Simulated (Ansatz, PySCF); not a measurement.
Energy difference R1 + R2 + 2 R3 → 3 P1 + P2, each structure at its B3LYP-D3(BJ)/def2-TZVP stationary point, reached from a drawn start (curvature not checked).
P1: H2 (SMILES [H][H]), charge 0, multiplicity 1.
R1: H2O (SMILES O), charge 0, multiplicity 1.
R2, HCl (SMILES Cl) (charge 0, multiplicity 1):
```xyz
2

Cl     0.000     0.000     0.641
H      0.000     0.000    -0.641
```
R3, SiH4 (SMILES [SiH4]) (charge 0, multiplicity 1):
```xyz
5

Si     0.000     0.000     0.000
H      0.855     0.855     0.855
H     -0.855    -0.855     0.855
H     -0.855     0.855    -0.855
H      0.855    -0.855    -0.855
```
P2: ClH5OSi2 (SMILES [SiH3]O[SiH2]Cl), charge 0, multiplicity 1.

P less R. No zero-point or thermal terms. One arrangement of each flexible species, with no search for the lowest.

Cores are frozen in the correlated methods. CBS: X⁻³ extrapolation of the correlation energy, Hartree–Fock from the larger set.

Programs: Ansatz (a quantum-chemistry and plane-wave program); PySCF for the D3/D4 terms. No computed number here is a measurement.

Q: Predict the reaction energy from CAM-B3LYP-D4/def2-TZVPP.

A: -55.8 kcal/mol

Q: What reaction energy does PBE0-D4/def2-TZVPP give?

A: -52.5 kcal/mol

Q: What reaction energy does CCSD(T)/CBS(cc-pV(T+d)Z, cc-pV(Q+d)Z) give?

A: -58.5 kcal/mol
